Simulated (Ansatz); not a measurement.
Geometry optimisation, RKS B3LYP/def2-SVP (Ansatz).

Input file:

```yaml
crystal:
  periodic: [false, false, false]
  atoms:
    - { symbol: F, position_ang: [-1.1122, -2.2142, 0.7712] }
    - { symbol: B, position_ang: [-0.3676, -1.0415, 0.3433] }
    - { symbol: "N", position_ang: [0.718, -0.4572, -0.5523] }
    - { symbol: Si, position_ang: [-0.1819, 0.9082, -0.1476] }
    - { symbol: H, position_ang: [1.6031, -0.4004, 0.0468] }
    - { symbol: H, position_ang: [-1.0557, 1.3359, -1.3047] }
    - { symbol: H, position_ang: [0.4577, 1.8012, 0.7976] }
basis:
  gaussian: { orbitals: def2-SVP }
hamiltonian:
  xc: b3lyp
relax:
  f_tol: 0.02
  max_steps: 50
```

Launched with:

```bash
$ ansatz run input.yaml --threads 1 --pin off --max-ram 2048MiB --backend cpu --events-out ev --progress --plain --runs-dir out
```

**Question.** Where does it end, and by what steps?

**Answer.** The run converged. After 10 steps the energy has fallen by 2.238 eV; H5 moved furthest, 0.66 Å.

```tsv
step	energy less start (eV)	largest force component (eV/Å)	accepted
0	0.0000	4.453	yes
1	-1.2586	2.717	yes
2	-1.8166	1.251	yes
3	-2.0594	0.822	yes
4	-1.9672	3.137	no
5	-2.1628	0.547	yes
6	-2.2167	0.703	yes
7	-2.2360	0.231	yes
8	-2.2353	0.320	no
9	-2.2383	0.036	yes
10	-2.2384	0.011	yes
```

```xyz
7
Properties=species:S:1:pos:R:3
F -0.880 -2.146 0.808
B -0.426 -0.981 0.375
N 0.748 -0.505 -0.173
Si -0.363 0.903 -0.072
H 1.671 -0.836 -0.446
H -0.762 1.499 -1.380
H 0.074 1.998 0.843
```

Whether the end is a true minimum wasn't checked by a vibrational analysis.

The run took 36 s on 1 CPU thread of a shared host.
